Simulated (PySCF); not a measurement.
Job file and geometry (Å, from GFN2-xTB) of an NMR shielding run on `CCN[SiH2]OC`, C$_{3}$H$_{11}$NOSi, GIAO PBE0/pcSseg-1 NMR shielding, non-relativistic, gas phase in PySCF 2.14.0, density-fitted response routines; density fitting, a coarse starting grid and PySCF grid level 2 are the driver's defaults:

```
$ OMP_NUM_THREADS=1 python probes_run.py task.json out

{"job": {"kind": "nmr", "xc": "PBE0", "basis": "pcSseg-1"}, "charge": 0, "multiplicity": 1}
C      2.466089     1.084526    -0.119444
C      1.736279    -0.205382    -0.480115
N      0.439657    -0.262096     0.152692
Si    -0.925189    -1.079417    -0.497436
O     -2.180195    -0.941830     0.521113
C     -2.835667     0.207071     0.957616
H      1.868137     1.944188    -0.410715
H      2.640977     1.132006     0.953628
H      3.424774     1.132809    -0.629027
H      2.356848    -1.068260    -0.195633
H      1.578280    -0.257147    -1.558724
H      0.521876    -0.219887     1.159469
H     -0.887952    -2.538719    -0.558774
H     -1.149358    -0.443569    -1.799714
H     -3.485994    -0.069590     1.789564
H     -2.129403     0.970567     1.291627
H     -3.446155     0.626760     0.153475
```

Question: What does the program print?

Answer: 
```
coarse grid: 13856 points
cycle   1  E = -539.8467406716  dE =  5.404e-01  |g| = 7.269e-01  |ddm| = 3.478e+00
cycle   2  E = -539.7315512885  dE =  1.152e-01  |g| = 1.071e+00  |ddm| = 1.479e+00
cycle   3  E = -539.9476268624  dE = -2.161e-01  |g| = 9.075e-02  |ddm| = 9.725e-01
cycle   4  E = -539.9488588595  dE = -1.232e-03  |g| = 4.223e-02  |ddm| = 8.725e-02
cycle   5  E = -539.9492278007  dE = -3.689e-04  |g| = 1.012e-02  |ddm| = 4.200e-02
cycle   6  E = -539.9492468718  dE = -1.907e-05  |g| = 3.550e-03  |ddm| = 1.142e-02
cycle   7  E = -539.9492495868  dE = -2.715e-06  |g| = 3.658e-04  |ddm| = 2.646e-03
final grid: 126848 points
cycle   8  E = -539.9923158482  dE = -2.589e-05  |g| = 1.082e-02  |ddm| = 2.089e-02
cycle   9  E = -539.9922952196  dE =  2.063e-05  |g| = 1.505e-02  |ddm| = 1.753e-02
cycle  10  E = -539.9923395286  dE = -4.431e-05  |g| = 1.466e-03  |ddm| = 1.071e-02
cycle  11  E = -539.9923399761  dE = -4.474e-07  |g| = 1.636e-04  |ddm| = 1.182e-03
cycle  12  E = -539.9923399817  dE = -5.593e-09  |g| = 4.631e-05  |ddm| = 1.910e-04
cycle  13  E = -539.9923399821  dE = -4.587e-10  |g| = 1.264e-05  |ddm| = 5.953e-05
converged SCF energy = -539.9923399821

GIAO shielding tensors (ppm)
atom      isotropic    diamagn.    paramagn.     s11        s22        s33       span
  0 C      164.723     246.315     -81.592    146.845    160.539    186.785     39.940
  1 C      149.783     242.423     -92.640    127.204    152.496    169.650     42.446
  2 N      223.664     327.257    -103.593    183.612    236.426    250.955     67.343
  3 Si     380.469     881.673    -501.205    355.424    365.052    420.931     65.507
  4 O      326.906     395.576     -68.670    271.224    333.499    375.995    104.771
  5 C      134.230     244.199    -109.969    105.879    112.359    184.451     78.572
  6 H       30.453      30.040       0.413     26.935     28.755     35.670      8.736
  7 H       30.664      29.679       0.985     27.102     29.008     35.882      8.780
  8 H       30.573      27.460       3.113     26.346     27.588     37.786     11.439
  9 H       28.624      29.127      -0.503     22.509     28.162     35.202     12.693
 10 H       29.147      30.735      -1.588     24.208     29.283     33.951      9.742
 11 H       31.813      36.657      -4.844     23.512     32.310     39.617     16.106
 12 H       26.783      30.487      -3.704     22.719     25.242     32.389      9.670
 13 H       26.780      31.581      -4.800     23.509     25.417     31.415      7.907
 14 H       27.812      27.699       0.112     23.687     25.592     34.156     10.469
 15 H       27.837      31.573      -3.736     22.859     27.219     33.434     10.575
 16 H       27.946      28.727      -0.781     24.033     25.507     34.296     10.262
```

Question: Turn these shieldings into chemical shifts. Shifts are taken against calculated references (same method and geometry level): TMS for 13C (σref 186.93), 29Si (σref 349.16), 1H (σref 31.72); 15N (σref 267.73) vs NH3; H2O for 17O (σref 336.08).

Answer: Averaging equivalent atoms: C 5: 52.7; C 1: 37.1; C 0: 22.2; N 2: 44.1; Si 3: -31.3; O 4: 9.2; H 12/13: 4.94; H 14/15/16: 3.85; H 9/10: 2.83; H 6/7/8: 1.15; H 11: -0.10 ppm. Experimental scales use liquid or dissolved standards, which lie at an offset from isolated NH3 (liquid NH3: subtract about 20 ppm) and H2O (liquid H2O: subtract about 36 ppm).

Size and cost of the density-fitted run: 164 basis functions, 38 s wall time on 1 thread of an Arm Neoverse N1, shared host; peak memory 0.74 GiB.
